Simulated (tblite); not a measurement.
Compound: C5H14O2Si.
Atom-mapped SMILES: `[CH3:1][CH2:2][C@:3]([CH3:4])([CH2:5][OH:6])[O:7][SiH3:8]` (hydrogens: H9, H10, H11 on C1; H12, H13 on C2; H14, H15, H16 on C4; H17, H18 on C5; H19 on O6; H20, H21, H22 on Si8)

The geometry is computed with GFN2-xTB (gas phase).

(1) What internal coordinates does the optimisation give?

## Answers

(1) 
```
                  bond  length (bohr)   order
                 C1–C2          2.878  single
                 C2–C3          2.903  single
                 C3–C4          2.883  single
                 C3–C5          2.918  single
                 C5–O6          2.647  single
                 C3–O7          2.671  single
                O7–Si8          3.050  single
 C1–H9, C1–H10, C1–H11          2.054  single
                C2–H12          2.064  single
                C2–H13          2.064  single
C4–H14, C4–H15, C4–H16          2.054  single
                C5–H17          2.080  single
                C5–H18          2.061  single
                O6–H19          1.827  single
               Si8–H20          2.751  single
      Si8–H21, Si8–H22          2.770  single
```

Bonds in one row agree within 0.02 bohr and their mean is given. Orders are formal, as drawn. A selection of angles:
```
    angle  degrees
 C1–C2–C3    115.3
 C2–C3–C4    112.4
 C2–C3–C5    111.3
 C2–C3–O7    108.3
 C4–C3–C5    110.0
 C4–C3–O7    110.2
 C5–C3–O7    104.3
 C3–C5–O6    111.7
C3–O7–Si8    134.4
H19–O6–C5    106.6
```

Torsions: C1–C2–C3–C4 57° (synclinal); C2–C3–C5–O6 -61° (synclinal); C2–C3–O7–Si8 -68° (synclinal); H19–O6–C5–C3 -48° (synclinal).

H19 on O6 lies 2.23 Å from O7, 4 bonds away (angle at H 110°; Bondi radii sum to 2.72 Å). Of the pairs four or more bonds apart, those above aside, Si8···H13 is among the closest relative to their van der Waals radii: 3.00 Å, 91 % of the sum of Bondi's values. Si8 (oxygen-bound silicon) is distorted tetrahedral (angles from 98.6° to 113.0°). O6 (alcohol oxygen) is bent (angle 106.6°). The 4 C–C bonds span 1.523 Å (C1–C2, drawn single) to 1.544 Å (C3–C5, drawn single), a spread of 0.021 Å.

Point group: C1 (no symmetry element, even within 0.4 Å). Its lowest GFN2-xTB frequency is 10 cm⁻¹, too small to tell a flat minimum from a shallow saddle. One conformer, not necessarily the lowest (C1–C2–C3–C4 57°, C2–C3–C5–O6 -61°, C3–C5–O6–H -48°, C2–C3–O7–Si8 -68°). 3 starts were optimised and ended at 0.00, 0.53 and 2.37 kcal/mol (GFN2-xTB); the lowest of these is shown.
